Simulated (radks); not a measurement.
The indium ion In4+, 45 electrons, occupied as [Kr] 4d9.

Method: scalar-relativistic Kohn-Sham, PBE, spin-polarised, spherical densities, finite nucleus; open shells are filled with parallel spins first (spin-orbit coupling, left out, can overturn this in heavy ions); Fermi nuclear charge, rms radius 4.6156 fm; computed with a radial shooting solver on a logarithmic mesh with Libxc functionals.

Energy parts (eV):
| part | energy |
|---|---|
| total | -159934.516 |
| kinetic | 166697.803 |
| electron-nucleus | -384523.105 |
| Hartree | 62191.968 |
| exchange-correlation | -4301.183 |

Orbitals (lengths in bohr, moments of r in powers of bohr; r(90%) holds 90 % of the orbital's charge):
| orbital | occ. | eigenvalue (eV) | r(90%) | <r^2> |
|---|---|---|---|---|
| 1s up | 1 | -27802.38 | 0.0534 | 0.001195 |
| 1s down | 1 | -27802.38 | 0.0534 | 0.001195 |
| 2s up | 1 | -4205.046 | 0.199 | 0.01947 |
| 2s down | 1 | -4204.797 | 0.199 | 0.01947 |
| 2p up | 3 | -3779.422 | 0.183 | 0.01536 |
| 2p down | 3 | -3779.232 | 0.183 | 0.01536 |
| 3s up | 1 | -837.7889 | 0.513 | 0.1389 |
| 3s down | 1 | -837.6689 | 0.513 | 0.1389 |
| 3p up | 3 | -698.4033 | 0.522 | 0.1398 |
| 3p down | 3 | -698.2652 | 0.522 | 0.1398 |
| 3d up | 5 | -482.0480 | 0.512 | 0.1249 |
| 3d down | 5 | -481.8293 | 0.511 | 0.1249 |
| 4s up | 1 | -168.2653 | 1.22 | 0.8049 |
| 4s down | 1 | -167.3813 | 1.22 | 0.8045 |
| 4p up | 3 | -126.4354 | 1.34 | 0.9492 |
| 4p down | 3 | -125.5385 | 1.34 | 0.9495 |
| 4d up | 5 | -65.5279 | 1.70 | 1.439 |
| 4d down | 4 | -64.6682 | 1.71 | 1.447 |
| 5s up | 0 | -45.4654 | 2.96 | 4.816 |
| 5s down | 0 | -45.0797 | 2.97 | 4.856 |
| 5p up | 0 | -35.7712 | 3.39 | 6.293 |
| 5p down | 0 | -35.4735 | 3.41 | 6.351 |

The highest occupied level is 4d down at -64.668 eV. Summed over all electrons, <r^2> = 22.79 bohr^2, which gives a Langevin (diamagnetic) susceptibility term of -18 x 10^-6 cm^3/mol. Spin moment in Bohr magnetons: 1. For comparison, the ionisation energy in NIST's Atomic Spectra Database is 69 eV (semi-empirical). In exact Kohn-Sham theory the highest level is minus the ionisation energy, but local and semilocal functionals leave it too shallow, through self-interaction and a potential that decays too fast; potentials with the right tail come closer.
